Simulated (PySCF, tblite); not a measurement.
C₇H₁₀F₂O₂.
SMILES with atom numbers: `[F:1][CH:2]([F:3])[O:4][C@@H:5]1[CH2:6][CH2:7][C@H:8]2[O:9][C@H:10]2[CH2:11]1` (hydrogens: H12 on C2; H13 on C5; H14, H15 on C6; H16, H17 on C7; H18 on C8; H19 on C10; H20, H21 on C11)

Structure used (GFN2-xTB), in Å, numbered top down from 1:
```
atom  x, y, z in Å
F1     2.652    1.662   -1.541
C2     2.782    0.745   -0.538
F3     4.028    0.262   -0.659
O4     1.912   -0.267   -0.657
C5     0.625   -0.072   -0.059
C6    -0.044   -1.440    0.036
C7    -1.306   -1.346    0.893
C8    -2.170   -0.161    0.507
O9    -1.814    1.092    1.031
C10   -1.653    0.915   -0.347
C11   -0.244    0.872   -0.893
H12    2.710    1.306    0.416
H13    0.763    0.347    0.949
H14    0.656   -2.154    0.468
H15   -0.293   -1.776   -0.971
H16   -1.031   -1.235    1.945
H17   -1.888   -2.262    0.792
H18   -3.242   -0.343    0.500
H19   -2.355    1.477   -0.959
H20   -0.270    0.513   -1.924
H21    0.173    1.882   -0.895
```

Computed with PBE0/pcSseg-1 in PySCF (dipole) on a GFN2-xTB geometry, gas phase.

Masses are those of the commonest isotopes; rigid-rotor values at the optimised geometry. The values belong to one conformer with, in the numbering `[F:1][CH:2]([F:3])[O:4][C@@H:5]1[CH2:6][CH2:7][C@H:8]2[O:9][C@H:10]2[CH2:11]1`, F1–C2–O4–C5 -87°, C2–O4–C5–C6 -164°, O4–C5–C6–C7 170°, C5–C6–C7–C8 47°, C6–C7–C8–O9 -82°, C7–C8–O9–C10 112°.

(1) What are A, B and C (MHz)?

(2) Classify the top.

(3) Is it planar, by Δ = Ic − Ia − Ib?

(4) Give the other two planar moments, Paa and Pbb, and the rms extents of the mass along the axes.

(5) List the rotational levels J(Ka,Kc) to J = 2 (K).

(6) Which types of transition are allowed, and where do some lines up to J = 5 fall?

Results:

(1) Ia = 200.13, Ib = 835.24, Ic = 956.30 u·Å²; 505379 MHz·u·Å²/I gives A = 2525, B = 605.1, C = 528.5 MHz.

(2) A near-prolate asymmetric top. Ray's parameter κ = (2B − A − C)/(A − C) = -0.923; −1 is the prolate and +1 the oblate limit.

(3) Not planar: Δ = Ic − Ia − Ib = -79.07 u·Å². For a rigid frame Δ = −2 Σ m c², so Σ m c² = 39.53 u·Å² lies off the ab plane: 10.95 from hydrogen and 28.59 from heavier atoms. The atom farthest from that plane is 1.64 Å away.

(4) Paa = Σ m a² = (Ib + Ic − Ia)/2 = 795.71 and Pbb = Σ m b² = (Ia + Ic − Ib)/2 = 160.60 u·Å². With the mass M = 164.06 u, the rms extents √(P/M) along a, b and c are 2.20, 0.99, 0.49 Å.

(5) Above 0(0,0), as E/k:
J = 1: 1(0,1) 0.054, 1(1,1) 0.147, 1(1,0) 0.150
J = 2: 2(0,2) 0.163, 2(1,2) 0.252, 2(1,1) 0.263, 2(2,1) 0.539, 2(2,0) 0.539
The levels of one J sum to (2J + 1)J(J + 1)(A + B + C)/3.

(6) The dipole components are |μa| = 2.80 D, |μb| = 0.65 D, |μc| = 0.34 D. Intensities carry the squares of the components, which stand as 1.00 : 0.05 : 0.01 (a : b : c). Some lines, for components of 0.1 D or more:

```csv
type,branch,"J(Ka,Kc)",MHz,lower level (cm⁻¹)
a,Q,"5(1,4) ← 5(1,5)",1148,0.613
c,Q,"3(1,3) ← 3(0,3)",1739,0.226
c,Q,"2(1,2) ← 2(0,2)",1846,0.113
b,Q,"3(1,2) ← 3(0,3)",2198,0.226
a,R,"3(1,3) ← 2(1,2)",3284,0.175
a,R,"3(2,1) ← 2(2,0)",3410,0.375
b,Q,"4(2,2) ← 4(1,3)",5530,0.456
c,Q,"2(2,1) ← 2(1,1)",5761,0.183
b,R,"5(1,5) ← 4(0,4)",7070,0.377
b,R,"3(2,2) ← 2(1,1)",9161,0.183
c,R,"3(2,1) ← 2(1,1)",9172,0.183
b,Q,"5(3,2) ← 5(2,3)",9735,0.831
c,Q,"3(3,1) ← 3(2,1)",9783,0.489
c,R,"5(2,3) ← 4(1,3)",11237,0.456
b,R,"5(2,3) ← 4(1,4)",12003,0.430
c,Q,"5(4,2) ← 5(3,2)",13702,1.156
b,Q,"4(4,0) ← 4(3,1)",13705,0.966
b,R,"4(3,2) ← 3(2,1)",14321,0.489
b,R,"5(3,3) ← 4(2,2)",15441,0.640
b,Q,"5(5,0) ← 5(4,1)",17622,1.613
b,Q,"5(5,1) ← 5(4,2)",17622,1.613
b,R,"4(4,1) ← 3(3,0)",18244,0.815
c,R,"5(4,1) ← 4(3,1)",19378,0.966
b,R,"5(5,1) ← 4(4,0)",23294,1.423
```

Its GFN2-xTB frequencies are all real (lowest 37 cm⁻¹). Constants of a rigid frame at the computed geometry: no zero-point averaging, no centrifugal distortion.
